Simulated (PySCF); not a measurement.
C2H5Si, SMILES C[Si][CH2] (connectivity only; charge and spin as stated), charge +1, multiplicity 1. Heavy atoms are numbered as in [CH2:1][Si:2][CH3:3]. Hydrogens are named by the atom that carries them.

Geometry: TPSSh-D3(BJ)/def2-TZVP. The multiplicity is an assumed one; other spin states were not compared. The isomer is the one that the SMILES or the coordinates give; other isomers of the formula were not compared.

These are PBE/def2-TZVPD (PySCF) values and carry that method's errors.

Mulliken values depend strongly on the basis, most of all with diffuse functions as here. ESP charges are fitted to the potential on shells at 1.4 to 2.0 van der Waals radii. Atomic charges (e), one atom of each kind:

```tsv
atom	meta-Löwdin	Mulliken	ESP fit
C1 (CH2)	-0.47	-0.31	?
Si2	0.95	0.53	?
C3 (CH3)	-0.54	-0.58	-0.41
H on C1	0.22	0.26	?
H on C3	0.21	0.28	0.22
```

Question: Fill in the missing entries. (Estimate from the structure and the level; the computed values follow.)

Answer: 
- C1 (CH2), ESP fit: -0.53
- Si2, ESP fit: 0.72
- H on C1, ESP fit: 0.28
